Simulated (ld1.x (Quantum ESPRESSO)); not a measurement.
## Varying the TM potential for Pt (Z = 78)

Base potential:

* Element: platinum (Pt)
* Generator: ld1.x (Quantum ESPRESSO) 7.5
* Type: norm-conserving Troullier–Martins (Kleinman–Bylander form)
* Functional: PBE
* Relativity: scalar-relativistic
* Frozen core: [Xe] 4f14
* Valence charge: 10
* Reference configuration: 5d9 6s0 6p0 (charge +1)
* Partial waves: 6s (bound, empty): rc 1.75 bohr; 6p (bound, empty): rc 2.70 bohr; 5d (bound): rc 1.90 bohr
* Local potential: all-electron potential smoothed inside 1.35 bohr (lloc = -1)
* Core correction: Bessel-smoothed model core inside 0.95 bohr

All-electron outer shells of the reference configuration (PBE, scalar-relativistic, ld1.x):

| shell | level (eV) | outermost node (bohr) | outermost maximum (bohr) |
| --- | --- | --- | --- |
| 5p | -64.30 | 0.53 | 0.98 |
| 5d | -14.30 | 0.57 | 1.26 |
| 6s | -12.88 | 1.14 | 2.30 |
| 6p | -6.66 | 1.35 | 3.10 |

Cutoffs, loose and tight: the cutoffs (Ry, on a coarse ladder) from which the occupation-weighted sum of valence levels, in a spherical-Bessel basis at the reference potential, stays within 10 and 1 mRy of its value at 400 Ry. They do not see the model core or the augmentation charge, which bear on the density cutoff. Test errors are all-electron minus pseudo excitation energies from the reference, over the configurations 5d9 6s1 6p0; 5d8 6s0 6p0; 5d7 6s0 6p0; 5d10 6s0 6p0; 5d9 6s0.5 6p0; 5d8 6s1 6p1; 5d9 6s0 6p1. A dash means not determined; rows that change the core or the reference have their own tests. The largest error is taken over the tests solved by every variant that gives reliable tests at all: 5d10 6s0 6p0; 5d7 6s0 6p0; 5d8 6s0 6p0; 5d8 6s1 6p1; 5d9 6s0 6p1.

A true bound ghost makes a file unfit for plane-wave use even where its test errors are small: the radial tests pick states by their node count and pass the ghost by. Where a test does run into it, the solver fails or the error is huge.

```tsv
change	outcome	cutoff, loose	cutoff, tight	bound ghosts	largest test error (meV)
base	generated	40 Ry	50 Ry	s, p	-211
all radii but the core radius scaled by about 0.91 (s 1.60, p 2.46, d 1.74 bohr); local potential all-electron potential smoothed inside 1.24 bohr (lloc = -1)	generated	40 Ry	50 Ry	s, p	-210
all radii but the core radius scaled by about 1.04 (s 1.82, p 2.82, d 1.98 bohr); local potential all-electron potential smoothed inside 1.40 bohr (lloc = -1)	generated	40 Ry	50 Ry	s, p	-213
all radii but the core radius scaled by about 1.10 (s 1.92, p 2.96, d 2.08 bohr); local potential all-electron potential smoothed inside 1.48 bohr (lloc = -1)	generated	40 Ry	50 Ry	s, p	-215
all radii but the core radius scaled by about 1.28 (s 2.24, p 3.46, d 2.44 bohr); local potential all-electron potential smoothed inside 1.72 bohr (lloc = -1)	generated	35 Ry	40 Ry	s, p	-199
all radii but the core radius scaled by about 1.38 (s 2.40, p 3.72, d 2.62 bohr); local potential all-electron potential smoothed inside 1.86 bohr (lloc = -1)	generated	35 Ry	40 Ry	s, p	-183
```

(1) What comes out with this change to the base: all radii but the core radius scaled by about 0.83 (s 1.44, p 2.24, d 1.58 bohr); local potential all-electron potential smoothed inside 1.12 bohr (lloc = -1)?

(2) What comes out with this change to the base: all radii but the core radius scaled by about 1.22 (s 2.14, p 3.28, d 2.32 bohr); local potential all-electron potential smoothed inside 1.64 bohr (lloc = -1)?

(3) What comes out with this change to the base: all radii but the core radius scaled by about 0.74 (s 1.30, p 2.00, d 1.40 bohr); local potential all-electron potential smoothed inside 1.00 bohr (lloc = -1)?

Answers

(1) outcome: generated; cutoff, loose: 40 Ry; cutoff, tight: 60 Ry; bound ghosts: p, s; largest test error (meV): -208.

(2) outcome: generated; cutoff, loose: 35 Ry; cutoff, tight: 45 Ry; bound ghosts: s, p; largest test error (meV): -190.

(3) outcome: generated; cutoff, loose: 40 Ry; cutoff, tight: 80 Ry; bound ghosts: s, p; largest test error (meV): -207.

Reading the sweep of the scale of all radii but the core radius (base = 1) (base included, trends over the rows without a ghost): Bound ghosts are found at 0.74, 0.83, 0.91, 1, 1.04, 1.1, 1.22, 1.28, 1.38. Every judged row has one, so this setting neither creates nor removes them.
